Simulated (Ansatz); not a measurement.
The cluster Li₄Te₂⁺. Total charge 1; doublet. Geometry PBE-D4/def2-SVP; atoms count from 1.

```xyz
6

Li   -3.6457   -1.0606    2.6435
Li    2.6663   -0.7301   -2.5176
Li    1.6215    2.9127   -1.1511
Li   -0.2595   -0.4692    0.2528
Te   -1.0923   -1.3410    2.6186
Te    0.7097    0.6882   -1.8462
```

In the def2 sets Te takes a core potential; there is no spin–orbit coupling. Another isomer (doublet) lies 0.88 eV lower at PBE0-D4/def2-TZVP; other spin states weren't run for this one.

Question: Estimate the Mulliken populations from the PBE0/def2-TZVP orbitals of Ansatz.

Answer: 
| atom | charge (e) | spin (α − β) |
| --- | --- | --- |
| Li1 | 0.73 | 0.00 |
| Li2 | 0.70 | 0.00 |
| Li3 | 0.70 | 0.00 |
| Li4 | 0.66 | -0.01 |
| Te5 | -0.58 | 1.00 |
| Te6 | -1.21 | 0.00 |
Mulliken values and Mayer orders depend strongly on the basis.

Question: Where does the spin sit?

Answer: Summed by element: Li -0.01, Te 1.01, of 1 unpaired in all. Largest on single atoms: Te5 1.00, Li4 -0.01, Te6 0.00.

Question: And the Mayer bond orders between bonded heavy atoms (over 0.3)?

Answer: Li1–Te5 0.48 (2.57 Å); Li2–Te6 0.52 (2.51 Å); Li3–Te6 0.52 (2.50 Å); Li4–Te6 0.34 (2.59 Å).
